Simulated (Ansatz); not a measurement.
Z-matrix (Å, degrees):
```
Si
N 1 1.693
F 1 1.601 2 112.9
N 1 1.736 2 109.9 3 120.5
H 1 1.474 2 108.0 3 -118.3
H 2 1.005 1 124.8 3 -70.4
H 2 1.005 1 122.2 3 112.2
H 4 1.022 1 115.2 2 -72.9
```

The species carries charge 0 and has multiplicity 2.

(1) List the PBE0/def2-TZVPP orbital energies in eV (Ansatz 0.2.0). (Estimate.)

Results:

(1) The calculation gave: α occupied: -1803.57, -673.52, -391.95, -391.32, -145.72, -100.43, -100.39, -100.36, -32.92, -24.42, -23.48, -15.59, -14.43, -13.34, -13.06, -12.39, -11.81, -10.12, -9.49, -8.75, -8.08. α empty: 0.73, 1.26, 1.84, 2.26, 3.11, 3.45, 3.88, 5.48. β occupied: -1803.57, -673.51, -391.43, -391.28, -145.73, -100.44, -100.40, -100.37, -32.89, -24.25, -22.00, -15.50, -14.40, -13.22, -12.84, -12.35, -11.63, -9.94, -8.34, -8.04. β empty: -3.34, 0.82, 1.44, 1.99, 2.27, 3.19, 3.52, 3.98. ⟨S²⟩ = 0.754.
